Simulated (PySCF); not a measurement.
SMILES [SiH2]([GeH3])Cl (H₅ClGeSi) (PBE0/def2-SVP optimised geometry):

```
8

Cl     2.184    -1.126     0.000
Si     0.104    -1.126     0.000
Ge    -0.644     1.134     0.000
H     -0.363    -1.857    -1.214
H     -0.363    -1.857     1.214
H     -2.184     1.187    -0.005
H     -0.115     1.857    -1.250
H     -0.122     1.855     1.255
```

Method: PBE0/def2-TZVP (PySCF 2.14.0).

### Question
What are the frontier orbital energies and the dipole moment?

### Answer
HOMO-2 -9.74 eV, HOMO-1 -8.99 eV, HOMO -8.16 eV, LUMO -0.49 eV, LUMO+1 0.33 eV; dipole moment 1.33 D.

Meta-Löwdin charges at PBE0/def2-TZVP: Cl1 -0.30, Si2 0.46, Ge3 0.10, H4 -0.08, H5 -0.08, H6 -0.04, H7 -0.04, H8 -0.04.
